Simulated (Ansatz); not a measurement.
A run for Ansatz (a program for electronic structure): R-B3LYP-D3(BJ)/def2-TZVP on C2H5FO (a complex).

Ansatz 0.2 input:
```yaml
crystal:
  periodic: [false, false, false]
  atoms:
    - {symbol: C, position_ang: [-0.54376605, -0.20309584, -0.13385695]}
    - {symbol: F, position_ang: [-0.45352785, 0.99087817, 0.52978821]}
    - {symbol: H, position_ang: [-0.58519980, -0.99629882, 0.61340645]}
    - {symbol: H, position_ang: [-1.45207185, -0.18330135, -0.73613677]}
    - {symbol: H, position_ang: [0.34045013, -0.30327550, -0.76337884]}
    - {symbol: C, position_ang: [-0.38607579, 0.43517524, 3.18953772]}
    - {symbol: O, position_ang: [-0.47392494, -0.73371993, 2.95893403]}
    - {symbol: H, position_ang: [-1.26560985, 1.08243454, 3.32961976]}
    - {symbol: H, position_ang: [0.58134574, 0.95292177, 3.27862591]}
basis:
  gaussian:
    orbitals: def2-TZVP
hamiltonian:
  xc: b3lyp
  dispersion: d3bj
relax: {f_tol: 0.004, max_steps: 120}
scf: {lower_state_search: off}
```

Problem. Predict the final total energy.

Solution. -254.3705 hartree.

Problem. How many basis functions does it have, and what does it roughly cost on one machine?

Solution. 154 functions; roughly 24 core-seconds.
